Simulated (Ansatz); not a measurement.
Species: sum formula Si$_{2}$NH$_{4}$Cl$_{3}$, charge 0, multiplicity 1. 
Structure (B3LYP-D3(BJ)/def2-TZVP (Ansatz, a quantum-chemistry and plane-wave program) minimum search):
```
N
H 1 1.0116
Si 1 1.6901 2 115.35
Si 1 1.7482 2 114.91 3 -179.64
H 4 1.4779 1 111.23 2 120.06
H 4 1.4780 5 108.80 1 -122.99
H 4 1.4794 5 109.94 6 -120.37
Cl 3 2.0434 1 107.38 2 178.47
Cl 3 2.0467 1 111.99 2 58.31
Cl 3 2.0471 1 112.26 2 -61.51
```
Charge 0, spin multiplicity 1.

Quantity: vertical ionisation energy (to the doublet state of charge +1; each state is the SCF solution reached for its spin), in eV. Cores are frozen in the correlated levels unless marked. UHF or UKS for open shells. No spin-orbit coupling. Non-relativistic. 

```tsv
level	program	vertical ionisation energy (eV)
HF/aug-cc-pV(T+d)Z	Ansatz	9.36
HF/aug-cc-pV(Q+d)Z	Ansatz	9.36
B3LYP/def2-TZVPD	Ansatz	10.05
PBE0/def2-TZVPD	Ansatz	10.08
CAM-B3LYP/def2-TZVPD	Ansatz	10.33
wB97X-V/def2-TZVPD	Ansatz	10.43
B2PLYP/def2-TZVPD	Ansatz	10.28
MP2/aug-cc-pV(D+d)Z	Ansatz	10.66
CCSD/aug-cc-pV(D+d)Z	Ansatz	10.30
```
